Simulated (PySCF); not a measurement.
PySCF input file for O2P2, SMILES o1p2op12, SMD-B3LYP/def2-SVP. Geometry optimised at B3LYP-D3(BJ)/def2-SVP.

```python
import numpy as np
from pyscf import gto, scf, dft
from pyscf.solvent import smd

mol = gto.M(
    atom='''
    P     0.00000000    0.00000000    1.26084402
    P     0.00000000    0.00000000   -1.26084402
    O     0.00000000   -1.11261891    0.00000000
    O     0.00000000    1.11261891    0.00000000
    ''',
    basis='def2-SVP',
    charge=0,
    spin=0,
    max_memory=1600,
    verbose=3,
)
mf = dft.RKS(mol, xc='b3lyp').density_fit(auxbasis='def2-universal-jkfit')
mf.grids.level = 3
mf.conv_tol = 1e-9
mf.max_cycle = 100
mf.kernel()
res = {}
for name in ['water', 'n-hexane', 'diethylether']:
    s = mf.SMD()
    s.with_solvent.solvent, s.with_solvent.sasa_ng = name, 302
    s.kernel(mf.make_rdm1())
    res[name] = (s.e_tot, s.with_solvent.get_cds(), s.dip_moment(), s.mo_energy, s.converged)
    print(f'SMD {name}: dG(solv) = {(s.e_tot - mf.e_tot) * 627.509474:.3f} kcal/mol, of which CDS {res[name][1] * 627.509474:.3f}')
```

Output:

```
converged SCF energy = -832.837808822415
converged SCF energy = -832.837692405602
Dipole moment(X, Y, Z, Debye):  0.00000,  0.00000,  0.00000
SMD water: dG(solv) = 0.073 kcal/mol, of which CDS 3.128
converged SCF energy = -832.838382549541
Dipole moment(X, Y, Z, Debye):  0.00000, -0.00000, -0.00000
SMD n-hexane: dG(solv) = -0.360 kcal/mol, of which CDS 0.113
converged SCF energy = -832.84015674202
Dipole moment(X, Y, Z, Debye):  0.00000, -0.00000, -0.00000
SMD diethylether: dG(solv) = -1.473 kcal/mol, of which CDS -0.558
```

Self-consistency was reached.

Cost: around 7 core-seconds (rough).
